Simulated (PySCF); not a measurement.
C8H5S (charge -1).
Cartesian coordinates in Å at the GFN2-xTB level; atoms count from 1:
```
atom  x, y, z in Å
C1     3.286   -0.396    0.194
C2     2.096   -0.237    0.122
C3     0.697   -0.085    0.037
C4    -0.102   -1.218   -0.071
C5    -1.478   -1.119   -0.153
C6    -2.066    0.145   -0.123
C7    -1.293    1.273   -0.019
C8     0.113    1.212    0.063
S9     1.032    2.635    0.184
H10    4.329   -0.497    0.257
H11    0.375   -2.193   -0.093
H12   -2.090   -2.009   -0.239
H13   -3.147    0.234   -0.184
H14   -1.753    2.253    0.002
```

A PySCF run (density fitting, gas phase, GFN2-xTB geometry) gave HOMO -0.83 eV, LUMO 3.10 eV.

**Question.** Which of these levels was it?
A. PBE0/6-31++G**
B. PBE0/pcSseg-1
C. PBE0/def2-SVPD

**Answer.** C. It is PBE0/def2-SVPD. All candidates on this geometry:

| level and settings | kind | basis functions | SCF cycles | E (Eh) | HOMO (eV) | LUMO (eV) |
| --- | --- | --- | --- | --- | --- | --- |
| PBE0/6-31++G** | global hybrid | 196 | 15 | -705.5246 | -0.80 | 2.63 |
| PBE0/pcSseg-1 | global hybrid | 185 | 15 | -705.4702 | -0.59 | 3.31 |
| PBE0/def2-SVPD, damping 0.3 at the start, DIIS from the seventh cycle | global hybrid | 227 | 16 | -705.2013 | -0.83 | 3.10 |

The nearest other candidate, by the summed differences of HOMO and LUMO, is PBE0/pcSseg-1: its HOMO differs by +0.24 eV and its LUMO by +0.21 eV. Cycle counts include a coarse-grid stage where the run had one. All basis functions are spherical, in the Pople sets too.
